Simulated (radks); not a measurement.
All-electron atom: Ta0.5+ in [Xe] 4f14 5d(up 2.5, down 0) 6s2 (fractional occupations, a model configuration). Calculated with a radial shooting solver on a logarithmic mesh with Libxc functionals: scalar-relativistic Kohn-Sham, LDA (Slater exchange, Perdew-Wang correlation), spin-polarised, spherical densities, point nucleus.

Normalised radial functions P(r) = r R(r), r in bohr:

| r | 5p up | 5d down |
|---|---|---|
| 0.003158 | 0.0108 | 0.0001 |
| 0.004982 | 0.0228 | 0.0003 |
| 0.007924 | 0.0474 | 0.0011 |
| 0.0125 | 0.0918 | 0.0036 |
| 0.01972 | 0.1607 | 0.0114 |
| 0.03112 | 0.2333 | 0.0328 |
| 0.0495 | 0.2269 | 0.0830 |
| 0.07809 | 0.0203 | 0.1620 |
| 0.1232 | -0.3017 | 0.2045 |
| 0.196 | -0.2176 | 0.0587 |
| 0.3092 | 0.3900 | -0.2398 |
| 0.4878 | 0.3429 | -0.2535 |
| 0.7696 | -0.6170 | 0.2055 |
| 1.224 | -1.0007 | 0.6565 |
| 1.931 | -0.5082 | 0.6808 |
| 3.047 | -0.0969 | 0.4247 |
| 4.846 | -0.0048 | 0.1556 |
| 7.646 | 0.0000 | 0.0261 |

5p up: eigenvalue -44.525 eV, 3 radial nodes at r = 0.0804, 0.234, 0.584 bohr, <r> = 1.29 bohr, 90 % of the charge inside 1.90 bohr. 5d down (empty): eigenvalue -7.023 eV, 2 radial nodes at r = 0.215, 0.648 bohr, <r> = 2.16 bohr, 90 % of the charge inside 3.48 bohr.
